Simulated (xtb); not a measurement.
CH4BBrO, SMILES OB(Br)C. All values are semi-empirical tight-binding results from xtb (GFN2-xTB unless named), good for trends rather than for accurate numbers. Geometry: GFN2-xTB. The values are those of a single conformer.

Computed properties:
```yaml
point_group_as_xtb_finds_it: Cs
orbital_gap: 5.21 eV
zero_point_energy: 34.5 kcal/mol
G − E(el) at 298.15 K (modified RRHO): 15.8 kcal/mol
static polarisability (D4 model): 51.1 bohr³
solvation energy, GFN2-xTB/ALPB(water): -4.9 kcal/mol
solvation energy, GFN2-xTB/ALPB(dmso): -9.3 kcal/mol
```
